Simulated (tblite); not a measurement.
C3H10F3PSi2.
Atom-mapped SMILES: `[F:1][CH2:2][C:3]([F:4])([F:5])[CH2:6][SiH2:7][PH:8][SiH3:9]` (hydrogens: H10, H11 on C2; H12, H13 on C6; H14, H15 on Si7; H16 on P8; H17, H18, H19 on Si9)

Computed with GFN2-xTB (tblite), gas phase: L-BFGS steps from a force-field or distance-geometry start until the largest atomic force falls under 0.01 eV/Å.

Step 19: E = -862.8749 eV
```
atom  x, y, z in Å  |  force x, y, z in eV/Å
F1     -3.3274    1.8030   -0.7690   -0.007   0.014  -0.023
C2     -3.4178    0.4556   -0.5791   -0.010   0.016  -0.018
C3     -2.1370   -0.0787    0.0729    0.013   0.000  -0.023
F4     -2.2450   -1.4448    0.0811    0.014   0.029   0.025
F5     -2.1186    0.2700    1.3922   -0.020  -0.033  -0.022
C6     -0.8619    0.3457   -0.6070    0.037  -0.033   0.019
Si7     0.6491   -0.3801    0.3150    0.002   0.018  -0.021
P8      2.4349    0.2329   -0.8809   -0.060  -0.038   0.016
Si9     3.9863   -0.5318    0.5234   -0.010   0.018  -0.010
H10    -4.2861    0.2625    0.0572    0.002  -0.004   0.026
H11    -3.5391   -0.0166   -1.5583   -0.040   0.002  -0.008
H12    -0.8910   -0.0156   -1.6349    0.007   0.020   0.013
H13    -0.8372    1.4355   -0.6386    0.001  -0.045   0.024
H14     0.6130    0.0806    1.7083    0.018   0.002  -0.040
H15     0.5836   -1.8446    0.2781   -0.021   0.047  -0.008
H16     2.4590    1.5472   -0.4624    0.010  -0.003   0.029
H17     5.2878   -0.0579    0.0561   -0.008  -0.021  -0.017
H18     3.8726   -1.9883    0.4630    0.055   0.034   0.022
H19     3.7651   -0.0653    1.8931    0.017  -0.023   0.019
```

Step 20: E = -862.8757 eV
```
atom  x, y, z in Å  |  force x, y, z in eV/Å
F1     -3.3293    1.8027   -0.7705    0.004   0.020  -0.026
C2     -3.4183    0.4556   -0.5794   -0.013   0.010  -0.006
C3     -2.1364   -0.0787    0.0717    0.012   0.011  -0.027
F4     -2.2428   -1.4444    0.0792    0.002   0.012   0.024
F5     -2.1188    0.2691    1.3913   -0.020  -0.030  -0.021
C6     -0.8605    0.3453   -0.6067    0.009  -0.006  -0.004
Si7     0.6484   -0.3803    0.3167   -0.004   0.026  -0.032
P8      2.4323    0.2319   -0.8800   -0.007  -0.045   0.044
Si9     3.9882   -0.5327    0.5251   -0.050   0.044  -0.042
H10    -4.2851    0.2639    0.0595    0.002  -0.011   0.027
H11    -3.5434   -0.0176   -1.5576   -0.032  -0.001  -0.011
H12    -0.8901   -0.0129   -1.6357    0.012   0.003   0.015
H13    -0.8360    1.4349   -0.6395    0.004  -0.034   0.036
H14     0.6087    0.0804    1.7088    0.022   0.007  -0.022
H15     0.5792   -1.8434    0.2781   -0.016   0.025  -0.006
H16     2.4592    1.5472   -0.4630    0.005  -0.013   0.028
H17     5.2870   -0.0576    0.0543    0.008  -0.013  -0.022
H18     3.8780   -1.9885    0.4633    0.049   0.018   0.024
H19     3.7700   -0.0658    1.8950    0.013  -0.024   0.019
```

Step 21: E = -862.8764 eV
```
atom  x, y, z in Å  |  force x, y, z in eV/Å
F1     -3.3311    1.8027   -0.7727    0.011   0.017  -0.027
C2     -3.4190    0.4558   -0.5798   -0.012   0.002   0.003
C3     -2.1357   -0.0784    0.0699    0.001   0.014  -0.022
F4     -2.2405   -1.4437    0.0778   -0.011  -0.009   0.015
F5     -2.1192    0.2677    1.3900   -0.017  -0.018  -0.014
C6     -0.8590    0.3449   -0.6066   -0.023   0.019  -0.023
Si7     0.6475   -0.3800    0.3180   -0.011   0.022  -0.026
P8      2.4295    0.2301   -0.8782    0.039  -0.031   0.048
Si9     3.9893   -0.5328    0.5261   -0.064   0.055  -0.051
H10    -4.2840    0.2652    0.0623    0.008  -0.011   0.022
H11    -3.5482   -0.0185   -1.5570   -0.025   0.000  -0.008
H12    -0.8890   -0.0101   -1.6364    0.016  -0.014   0.007
H13    -0.8349    1.4339   -0.6398    0.008  -0.009   0.043
H14     0.6047    0.0801    1.7090    0.025   0.013  -0.002
H15     0.5745   -1.8417    0.2780   -0.011   0.001  -0.004
H16     2.4594    1.5467   -0.4632    0.001  -0.028   0.024
H17     5.2864   -0.0575    0.0520    0.015  -0.006  -0.024
H18     3.8842   -1.9882    0.4640    0.042   0.005   0.024
H19     3.7752   -0.0667    1.8971    0.010  -0.023   0.014
```

Step 22: E = -862.8772 eV
```
atom  x, y, z in Å  |  force x, y, z in eV/Å
F1     -3.3329    1.8029   -0.7754    0.015   0.006  -0.024
C2     -3.4200    0.4561   -0.5803   -0.010  -0.004   0.006
C3     -2.1350   -0.0780    0.0677   -0.016   0.007  -0.012
F4     -2.2383   -1.4431    0.0764   -0.022  -0.024   0.001
F5     -2.1199    0.2658    1.3883   -0.012  -0.001  -0.006
C6     -0.8578    0.3449   -0.6070   -0.045   0.033  -0.032
Si7     0.6462   -0.3794    0.3189   -0.019   0.009  -0.011
P8      2.4274    0.2276   -0.8755    0.063  -0.007   0.029
Si9     3.9896   -0.5319    0.5263   -0.043   0.045  -0.034
H10    -4.2827    0.2662    0.0657    0.014  -0.007   0.015
H11    -3.5536   -0.0196   -1.5564   -0.019   0.002  -0.002
H12    -0.8875   -0.0076   -1.6371    0.018  -0.028  -0.007
H13    -0.8336    1.4330   -0.6393    0.009   0.023   0.045
H14     0.6008    0.0801    1.7092    0.027   0.019   0.012
H15     0.5694   -1.8399    0.2780   -0.006  -0.017  -0.003
H16     2.4597    1.5456   -0.4629   -0.003  -0.038   0.021
H17     5.2860   -0.0574    0.0492    0.011   0.001  -0.025
H18     3.8914   -1.9878    0.4651    0.033   0.003   0.023
H19     3.7809   -0.0682    1.8996    0.006  -0.022   0.003
```

**Question.** Estimate the geometry and energy of step 23. (The exact step hangs on the optimiser's Hessian estimate; all steps are aligned on step 22, rigid shifts and turns removed.)

**Answer.** E = -862.8778 eV, largest force 0.065 eV/Å
```
atom  x, y, z in Å  |  force x, y, z in eV/Å
F1     -3.3343    1.8032   -0.7784    0.016  -0.009  -0.018
C2     -3.4211    0.4563   -0.5806   -0.008  -0.007   0.004
C3     -2.1348   -0.0777    0.0654   -0.029  -0.004  -0.002
F4     -2.2366   -1.4429    0.0750   -0.030  -0.026  -0.014
F5     -2.1208    0.2641    1.3866   -0.007   0.014   0.000
C6     -0.8574    0.3454   -0.6078   -0.048   0.034  -0.027
Si7     0.6447   -0.3787    0.3196   -0.023  -0.006   0.004
P8      2.4265    0.2252   -0.8726    0.055   0.012  -0.003
Si9     3.9892   -0.5303    0.5261    0.003   0.018  -0.002
H10    -4.2813    0.2671    0.0692    0.015  -0.001   0.008
H11    -3.5590   -0.0205   -1.5558   -0.013   0.002   0.005
H12    -0.8858   -0.0057   -1.6380    0.015  -0.031  -0.018
H13    -0.8322    1.4328   -0.6380    0.005   0.049   0.039
H14     0.5975    0.0804    1.7097    0.028   0.021   0.016
H15     0.5645   -1.8386    0.2779   -0.002  -0.025  -0.002
H16     2.4599    1.5439   -0.4623   -0.005  -0.037   0.020
H17     5.2858   -0.0573    0.0461    0.001   0.006  -0.022
H18     3.8989   -1.9873    0.4666    0.023   0.009   0.020
H19     3.7864   -0.0700    1.9019    0.002  -0.020  -0.008
```

The energy changes by -0.0007 eV. The first-order estimate −F·Δx gives -0.0009 eV and the mean of the old and new forces, exact on a quadratic surface, -0.0007 eV. The step makes an angle of 70° with the force vector and moves no atom by more than 0.008 Å.

The cost below is that of the whole relaxation. Time: 2.5 s. Hardware: an Intel Xeon at 2.50 GHz with one thread, shared host with 64 logical CPUs at a one-minute load of 63.
